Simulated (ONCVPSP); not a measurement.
Ne (Z = 10): one change to an ONCV potential, before and after

ONCVPSP 4.0.1 input, shortened (lines: element, Z, core and valence counts, functional; n l f; lmax; l rc ep ncon nbas qcut; lloc lpopt rc5 dvloc0; l nproj debl; icmod fcfact rcfact), PBE, scalar-relativistic:

```
  Ne 10.00    1    2        4      upf
    1    0    2.00
    2    0    2.00
    2    1    5.00
    2
    0    0.75    0.00    4    8    8.50
    1    1.15    0.00    3    7   13.20
    2    1.20    0.28    4    8    9.00
    4    3    0.75    0.00
    0    1    2.60
    1    3    3.20
    2    2    0.40
    0    0.00    0.00
```

All-electron outer shells of the reference configuration (PBE, scalar-relativistic, ld1.x):

| shell | level (eV) | outermost node (bohr) | outermost maximum (bohr) |
| --- | --- | --- | --- |
| 1s | -853.41 | – | 0.10 |
| 2s | -55.65 | 0.22 | 0.67 |
| 2p | -32.28 | – | 0.60 |

Change: s: qcut 8.9; p: qcut 13.9; d: qcut 9.4.

Cutoffs: the cutoffs (Ha) at which the residual kinetic energy of the hardest occupied pseudo-wave falls to 1 and 0.1 mHa per electron; they do not see the model core or the augmentation charge, which bear on the density cutoff. Errors are all-electron minus pseudo energies relative to the spin-unpolarised reference configuration.

Problem. How do hardness, ghosts and transferability respond?

Solution. The potential gets softer (236 Ha and 310 Ha → 168 Ha and 304 Ha); the errors of the 4 common tests hardly move; neither file shows a bound ghost.

```csv
quantity,base,changed
"cutoff, loose",236 Ha,168 Ha
"cutoff, tight",310 Ha,304 Ha
loose cutoff by channel,"s 236 Ha, p 57 Ha","s 168 Ha, p 60 Ha"
bound ghosts,none,none
GHOST(+) flags under 300 eV,none,none
"error for 2s2 2p6, meV [ΔE -22.48 eV]",+21,+18
"error for 2s2 2p4, meV [ΔE 43.27 eV]",+55,+47
"error for 2s2 2p3, meV [ΔE 110.70 eV]",+351,+307
"error for 2s2 2p5.5, meV [ΔE -13.61 eV]",+7.6,+6.7
s: phases at 0.76 bohr within 0.05 rad from the reference energy up to (Ha; the scan ends near 5),to the end of the scan,to the end of the scan
p: phases at 1.16 bohr within 0.05 rad from the reference energy up to (Ha; the scan ends near 5),to the end of the scan,to the end of the scan
d: phases at 1.22 bohr within 0.05 rad from the reference energy up to (Ha; the scan ends near 5),to the end of the scan,to the end of the scan
```
